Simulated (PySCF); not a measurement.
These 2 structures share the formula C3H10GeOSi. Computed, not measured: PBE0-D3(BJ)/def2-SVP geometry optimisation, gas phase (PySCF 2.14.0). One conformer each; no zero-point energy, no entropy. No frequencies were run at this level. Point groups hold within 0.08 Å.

Task: Rank from lowest to highest electronic energy at this level (kcal/mol).
A. `[SiH3:1][O:2][GeH2:3][CH:4]1[CH2:5][CH2:6]1` with Si1–O2–Ge3–C4 107°, O2–Ge3–C4–C5 31°
B. `[CH2:1]=[CH:2][GeH2:3][O:4][SiH2:5][CH3:6]` with C1–C2–Ge3–O4 114°, C2–Ge3–O4–Si5 -50°, Ge3–O4–Si5–C6 75°

Result: B (0.0), A (8.8).

As drawn, the lower has an Si–C bond and a C=C bond outside aromatic rings, which the higher lacks; the higher has a three-membered ring, which the lower lacks.

| SMILES | E (Eh) | E rel (kcal/mol) | dipole (D) | point group | A, B, C (MHz) |
| --- | --- | --- | --- | --- | --- |
| C=[CH][GeH2][O][SiH2]C | -2560.99167 | 0.0 | 2.08 | C1 | 2588, 1205, 903.0 |
| [SiH3][O][GeH2][CH]1CC1 | -2560.97767 | 8.8 | 1.59 | C1 | 2585, 1331, 980.8 |

Task: How do the relative energies change in single points at PBE0/pcSseg-1 (no added dispersion term) on the same geometries?

Result: 
| SMILES | PBE0-D3(BJ)/def2-SVP (kcal/mol) | PBE0/pcSseg-1 (kcal/mol) | shift |
| --- | --- | --- | --- |
| C=[CH][GeH2][O][SiH2]C | 0.0 | 0.0 | 0.0 |
| [SiH3][O][GeH2][CH]1CC1 | 8.8 | 10.9 | +2.1 |

Each column counts from its own lowest isomer. The order is unchanged; the largest shift is 2.1 kcal/mol.
